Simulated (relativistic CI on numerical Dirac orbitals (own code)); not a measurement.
## Level scheme of Tl³⁴⁺

Calculated at this level of theory: Dirac-Coulomb-Breit CI, separate exchange-only KLI orbitals for each configuration, model QED (radiative potential, 1s self-energy scaled to tabulated hydrogen-like ionisation energies), unscaled Slater integrals (own radial code, finite nucleus).

Configurations in the expansion (outside the closed core [Ar] 3d10): 4s2 4p6 4d10 4f, 4s2 4p6 4d9 4f2, 4s2 4p6 4d10 5s, 4s2 4p5 4d10 4f2, 4s2 4p6 4d10 5p, 4s 4p6 4d10 4f2, 4s2 4p6 4d10 5d, 4s2 4p6 4d9 4f 5s, 4s2 4p6 4d10 5f, 4s2 4p6 4d9 4f 5p, 4s2 4p6 4d10 5g, 4s2 4p6 4d10 6s, 4s2 4p6 4d10 6p, 4s2 4p5 4d10 4f 5s, 4s2 4p6 4d10 6d, 4s2 4p6 4d9 4f 5f, 4s2 4p6 4d10 6f, 4s2 4p6 4d10 7s, 4s 4p6 4d10 5s2, 4s2 4p6 4d10 7d, 4s2 4p5 4d10 4f 5d. Double excitations out of closed p, d and f shells are left out; levels of such configurations are missing from the list, as are those of other unlisted configurations, and high levels can miss mixing partners.

The lowest level is 4s2 4p6 4d10 4f 2F°_5/2, with 100 % of that term; Hund's rules for 4s2 4p6 4d10 4f give 2F° with J = 5/2, in agreement.

```
No.    Configuration  Term     J  E (cm⁻¹)    %    Next component (%)  Lifetime (s)
  1  4s2 4p6 4d10 4f   2F°   5/2         0  100                                    
  2  4s2 4p6 4d10 4f   2F°   7/2     55113  100                            5.19e-04
  3      4d9 4f2(3H)    4F   3/2   1828293   91                  6 2D      2.91e-07
  4      4d9 4f2(3H)    4F   5/2   1833079   54                 24 4G      1.92e-08
  5      4d9 4f2(3H)    4G   7/2   1853555   40                 28 4F      6.39e-09
  6      4d9 4f2(3H)    2K  13/2   1875715   44                 39 4K      8.86e+00
  7      4d9 4f2(3H)    4H   9/2   1883205   37                 26 4G      2.60e-08
  8      4d9 4f2(3F)    4D   5/2   1885601   28                 24 4G      1.24e-09
  9      4d9 4f2(3H)    4F   7/2   1885628   32                 25 4D      1.51e-09
 10      4d9 4f2(3H)    4I  11/2   1898385   34                 19 2H      6.96e-03
 11      4d9 4f2(3F)    4F   9/2   1899243   57                 18 4G      2.55e-08
 12      4d9 4f2(3F)    4D   3/2   1902967   50                 20 4F      8.18e-10
 13      4d9 4f2(3H)    2F   5/2   1908037   38                 34 4F      1.44e-10
 14      4d9 4f2(3H)    4K  15/2   1910949   74                 21 2K      8.94e-04
 15      4d9 4f2(3H)    4G   7/2   1911042   41                 26 4F      2.45e-08
 16      4d9 4f2(3F)    4P   1/2   1918992   49                 42 4D      4.21e-05
 17      4d9 4f2(3P)    4D   7/2   1921010   35                 30 2G      3.87e-09
 18      4d9 4f2(3F)    4G  11/2   1922208   44                 42 4H      2.09e-04
 19      4d9 4f2(3F)    4H  13/2   1931817   52                 26 2I      1.68e-03
 20      4d9 4f2(3H)    4K  17/2   1934437   78                 22 2L      3.98e-03
 21      4d9 4f2(3F)    4G   9/2   1935233   37                 25 4H      1.32e-08
 22      4d9 4f2(3F)    4D   5/2   1938622   32                 31 2F      1.61e-09
 23      4d9 4f2(3H)    2H   9/2   1943596   49                 23 2G      7.52e-09
 24      4d9 4f2(3H)    4I  13/2   1952661   43                 26 2K      2.86e-04
 25      4d9 4f2(1G)    2H  11/2   1953300   27                 24 4G      2.27e-04
 26      4d9 4f2(1G)    2D   3/2   1955056   68                 16 4P      3.53e-10
 27      4d9 4f2(3F)    2H   9/2   1955139   31                 27 4G      8.03e-09
 28      4d9 4f2(3F)    2G   7/2   1958312   34                 31 2F      2.70e-10
 29      4d9 4f2(3F)    4D   1/2   1958981   35                 34 4P      1.23e-05
 30  4s2 4p6 4d10 5s    2S   1/2   1974080   98  1 4s2 4p6 4d9 4f2 4P      2.82e-04
```

Energies count from the lowest computed level; ° marks odd parity; lifetimes are radiative, by E1, M1, E2, M2, E3 decay to levels of this space only. Percentages are summed over parent terms; the parents shown are those of the largest component, closed shells are left out there.

The mean weight of the leading LS term, summed over parents, in these 30 levels is 51 %, and that of the leading jj configuration (from the same eigenvectors) 84 %, so jj coupling describes them better and the LS labels are nominal.

At this charge energies of transitions that change n are usually good to better than 1 %, and those within a shell (Δn = 0) to a few per cent.

LS names give the leading component of a level, which can be under half, so a name can repeat, a term be missing and a line seem to break the LS rules.
